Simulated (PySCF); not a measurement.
C2H6OSi2, SMILES C1=C[SiH2]O[SiH2]1. Geometry: PBE0-D3(BJ)/def2-SVP. The structure was generated by enumeration, and PubChem lists no compound with its InChIKey, so it may never have been made.

Method: PBE0-D3(BJ)/def2-SVP in PySCF.

Harmonic wavenumbers (cm⁻¹): 152, 267, 425, 479, 510, 655, 678, 691, 693, 703, 716, 768, 821, 940, 969, 976, 991, 1028, 1085, 1295, 1600, 2237, 2239, 2240, 2248, 3158, 3178. Rotational constants (GHz): 5.279, 3.310, 2.136; symmetry number 2.

Work out the zero-point energy and the ideal-gas rigid-rotor harmonic-oscillator thermochemistry at 298.15 K and 1 atm.

ZPE = ½ Σ hcν = ½ × 31743 cm⁻¹ = 189.86 kJ/mol. H − E(el) = 207.53 kJ/mol. Entropy in J/(mol K): translation 166.46, rotation 105.35, vibration 39.48, total 311.29. G − E(el) = 114.72 kJ/mol. Cp = 102.34 J/(mol K).
